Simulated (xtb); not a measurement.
C2H3O2 (SMILES [CH2]C(=O)O), doublet, from a rough starting geometry; GFN2-xTB (xtb).

xtb was given this input:
```
$ xtb mol.xyz --gfn 2 --uhf 1 --opt vtight --json

# file mol.xyz
7

C     -1.09658659    -0.09419312     0.16173608
C      0.33338834     0.28604990    -0.01971359
O      0.71880122     1.43503269    -0.15852954
O      1.15400779    -0.77817284    -0.02173866
H     -1.34449530    -1.15439995     0.21510026
H     -1.84586293     0.69129873     0.08624178
H      2.04827429    -0.43893554    -0.10818714
```

What does xtb print? Leave out banner, timings and long lists.


```
   ID    Z sym.   atoms
    1    6 C      1, 2
    2    8 O      3, 4
    3    1 H      5-7

           -------------------------------------------------
          |                Calculation Setup                |
           -------------------------------------------------

           -------------------------------------------------
          |                 G F N 2 - x T B                 |
           -------------------------------------------------

          ...................................................
          :                      SETUP                      :
          :.................................................:
          :  # basis functions                  19          :
          :  # atomic orbitals                  19          :
          :  # shells                           11          :
          :  # electrons                        23          :
          :  max. iterations                   250          :
          :  Hamiltonian                  GFN2-xTB          :
          :  restarted?                      false          :
          :  GBSA solvation                  false          :
          :  PC potential                    false          :
          :  electronic temp.          300.0000000     K    :
          :  accuracy                    1.0000000          :
          :  -> integral cutoff          0.2500000E+02      :
          :  -> integral neglect         0.1000000E-07      :
          :  -> SCF convergence          0.1000000E-05 Eh   :
          :  -> wf. convergence          0.1000000E-03 e    :
          :  Broyden damping             0.4000000          :
          :  net charge                          0          :
          :  unpaired electrons                  1          :
          ...................................................

 iter      E             dE          RMSdq      gap      omega  full diag
   1    -13.9477098 -0.139477E+02  0.613E+00    5.32       0.0  T
   2    -13.9746986 -0.269888E-01  0.327E+00    4.87       1.0  T
   3    -13.9751449 -0.446227E-03  0.173E+00    5.02       1.0  T
   4    -13.9784259 -0.328110E-02  0.184E-01    4.85       1.0  T
   5    -13.9784619 -0.359875E-04  0.805E-02    4.87       1.0  T
   6    -13.9784852 -0.232447E-04  0.166E-02    4.86       2.3  T
   7    -13.9784854 -0.191963E-06  0.613E-03    4.86       6.2  T
   8    -13.9784854 -0.165313E-07  0.176E-03    4.86      21.4  T
   9    -13.9784854 -0.468544E-08  0.116E-03    4.86      32.5  T
  10    -13.9784854 -0.369921E-08  0.534E-04    4.86      70.8  T
  11    -13.9784854 -0.148080E-08  0.102E-04    4.86     369.5  T

   *** convergence criteria satisfied after 11 iterations ***

         :::::::::::::::::::::::::::::::::::::::::::::::::::::
         ::                     SUMMARY                     ::
         :::::::::::::::::::::::::::::::::::::::::::::::::::::
         :: total energy             -13.864515882265 Eh    ::
         :: gradient norm              0.052560441593 Eh/a0 ::
         :: HOMO-LUMO gap              4.862912429675 eV    ::
         ::.................................................::
         :: SCC energy               -13.978485158742 Eh    ::
         :: -> isotropic ES            0.047995108735 Eh    ::
         :: -> anisotropic ES          0.001104983073 Eh    ::
         :: -> anisotropic XC          0.002038772334 Eh    ::
         :: -> dispersion             -0.002459079235 Eh    ::
         :: repulsion energy           0.113969276477 Eh    ::
         :: add. restraining           0.000000000000 Eh    ::
         :: total charge              -0.000000000000 e     ::
         :::::::::::::::::::::::::::::::::::::::::::::::::::::

      -----------------------------------------------------------
     |                   =====================                   |
     |                        A N C O P T                        |
     |                   =====================                   |
[...]
 * total energy  :   -13.8645159 Eh     change       -0.4832224E-10 Eh
 * total energy  :   -13.8673597 Eh     change       -0.2843792E-02 Eh
 * total energy  :   -13.8678702 Eh     change       -0.5105389E-03 Eh
 * total energy  :   -13.8679098 Eh     change       -0.3960046E-04 Eh
 * total energy  :   -13.8679303 Eh     change       -0.2047967E-04 Eh
 * total energy  :   -13.8679317 Eh     change       -0.1406450E-05 Eh
 * total energy  :   -13.8679330 Eh     change       -0.1314556E-05 Eh
 * total energy  :   -13.8679331 Eh     change       -0.4575288E-07 Eh
   *** GEOMETRY OPTIMIZATION CONVERGED AFTER 8 ITERATIONS ***
         :: total energy             -13.867933060480 Eh    ::
[...]
         1        2.0000           -0.7447243             -20.2650
         2        2.0000           -0.7179266             -19.5358
         3        2.0000           -0.6714135             -18.2701
         4        2.0000           -0.6218376             -16.9211
         5        2.0000           -0.5858444             -15.9416
         6        2.0000           -0.5765024             -15.6874
         7        2.0000           -0.5650635             -15.3762
         8        2.0000           -0.5102936             -13.8858
         9        2.0000           -0.5036159             -13.7041
        10        2.0000           -0.4778956             -13.0042
        11        2.0000           -0.4322311             -11.7616
        12        1.0000           -0.3983494             -10.8396 (HOMO)
        13                         -0.2036014              -5.5403 (LUMO)
        14                          0.0567592               1.5445
        15                          0.1291771               3.5151
        16                          0.1805834               4.9139
        17                          0.2420849               6.5875
        18                          0.3396675               9.2428
        19                          0.6152972              16.7431
      -------------------------------------------------------------
                  HL-Gap            0.1947479 Eh            5.2994 eV
             Fermi-level           -0.3581328 Eh           -9.7453 eV

     #   Z          covCN         q      C6AA      α(0)
     1   6 C        2.836    -0.086    30.134     8.996
     2   6 C        2.689     0.353    21.007     7.501
     3   8 O        0.857    -0.408    21.838     6.265
     4   8 O        1.661    -0.387    20.593     6.126
     5   1 H        0.926     0.098     1.803     2.100
     6   1 H        0.926     0.100     1.785     2.089
     7   1 H        0.805     0.329     0.639     1.256

 Mol. C6AA /au·bohr⁶  :        514.108817
 Mol. C8AA /au·bohr⁸  :      11500.714018
 Mol. α(0) /au        :         34.333168

Wiberg/Mayer (AO) data.
largest (>0.10) Wiberg bond orders for each atom

 ---------------------------------------------------------------------------
     #   Z sym  total        # sym  WBO       # sym  WBO       # sym  WBO
 ---------------------------------------------------------------------------
     1   6 C    3.388 --     2 C    1.209     5 H    0.977     6 H    0.976
                             3 O    0.175
     2   6 C    3.936 --     3 O    1.635     1 C    1.209     4 O    1.089
     3   8 O    1.994 --     2 C    1.635     1 C    0.175     4 O    0.169
     4   8 O    2.175 --     2 C    1.089     7 H    0.870     3 O    0.169
     5   1 H    0.990 --     1 C    0.977
     6   1 H    0.990 --     1 C    0.976
     7   1 H    0.892 --     4 O    0.870
 ---------------------------------------------------------------------------

Topologies differ in total number of bonds
Writing topology from bond orders to xtbtopo.mol

molecular dipole:
                 x           y           z       tot (Debye)
 q only:       -0.320      -0.700       0.084
   full:       -0.260      -0.755       0.084       2.041
molecular quadrupole (traceless):
                xx          xy          yy          xz          yz          zz
 q only:        5.435      -1.780      -4.845      -0.358       0.455      -0.590
  q+dip:        7.082      -1.803      -6.308      -0.501       0.558      -0.774
   full:        6.528      -1.931      -6.870      -0.353       0.710       0.343

optimized geometry written to: xtbopt.xyz

           -------------------------------------------------
          | TOTAL ENERGY              -13.867933060480 Eh   |
          | GRADIENT NORM               0.000096170465 Eh/α |
          | HOMO-LUMO GAP               5.299360972825 eV   |
           -------------------------------------------------

normal termination of xtb
```
